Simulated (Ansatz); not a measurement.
Stepwise reaction of `Cl[SiH](Cl)I` with hydrogen, as a gas-phase model of exchange steps in deposition or etching. ΔE in kJ/mol; ΔG adds harmonic PBE0-D4 terms to CCSD(T)/CBS, at 1 bar.

Isolated molecules relaxed with PBE0-D4/def2-TZVP in Ansatz; ΔE leaves out vibrations. CBS: MP2 limit from def2 TZ/QZ plus the TZ coupled-cluster correction, frozen cores. This one scheme is used for every species. Functionals use def2-TZVPP. B3LYP here is the variant with VWN-RPA as its local correlation; programs differ in this. Elements past krypton have def2 core potentials. For I outer-core shells are correlated without core-valence functions, which leaves a few kJ/mol of doubt a bond.

```csv
step,reaction,PBE-D4,B3LYP-D4,ωB97M-V,CCSD(T)/CBS,ΔG(500 K)
2,`Cl[SiH2]I` + H₂ → `[SiH3]I` + HCl,75.0,73.2,73.8,74.1,71.8
```

Q: Give the row of step 1, `Cl[SiH](Cl)I` + H₂ → `Cl[SiH2]I` + HCl. (Estimate.)

A: The calculation gave: 
| step | reaction | PBE-D4 | B3LYP-D4 | ωB97M-V | CCSD(T)/CBS | ΔG(500 K) |
| --- | --- | --- | --- | --- | --- | --- |
| 1 | `Cl[SiH](Cl)I` + H₂ → `Cl[SiH2]I` + HCl | 77.8 | 75.2 | 76.1 | 75.4 | 68.6 |

Q: By hand: ΔE of the 2 steps together at CCSD(T)/CBS.

A: (75.4) + (74.1) = 149.5 kJ/mol, or 74.8 kJ/mol a step.

In ΔE the steps differ by no more than 1.3 kJ/mol. All are uphill at CCSD(T)/CBS. ΔG lies between 68.6 and 71.8 kJ/mol a step. PBE-D4 differs from CCSD(T)/CBS by 0.9 to 2.4 kJ/mol a step. Isolated molecules leave out the surface, adducts and barriers. Largest T1 diagnostic: 0.008.
